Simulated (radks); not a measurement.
Q: The mean radii <r> (bohr) of the occupied orbitals of an atom or ion are listed with their occupations. All-electron calculation, Dirac Kohn-Sham, PBE, spin-unpolarised, spherical densities, finite nucleus; Fermi nuclear charge, rms radius of each element as measured or else 0.836 A^(1/3) + 0.57 fm. Program: a radial shooting solver on a logarithmic mesh with Libxc functionals.

orbital  occ.      <r>
1s1/2       2  0.01867
2s1/2       2  0.07835
2p1/2       2  0.06487
2p3/2       4  0.07271
3s1/2       2   0.2043
3p1/2       2   0.1943
3p3/2       4   0.2088
3d3/2       4   0.1829
3d5/2       6   0.1874
4s1/2       2   0.4587
4p1/2       2   0.4645
4p3/2       4   0.4975
4d3/2       4   0.5165
4d5/2       6   0.5279
5s1/2       2    1.102
5p1/2       2    1.222
5p3/2       4    1.329
4f5/2       6   0.6342
4f7/2       8   0.6452
6s1/2       2    3.319
5d3/2       3    2.219

Name the element and its charge. Open shells, if any, fill j = l - 1/2 first.

A: Z = 73, tantalum, charge 0: Ta in [Xe] 4f14 5d3 6s2. The 1s radius gives Z: for a bare nucleus <r> = (2 gamma + 1)/(2Z) with gamma = sqrt(1 - (Z/c)^2), 0.01844 bohr for Z = 73, and screening makes it slightly larger (0.01867 here). The occupations add up to 73, and the charge is Z minus that.
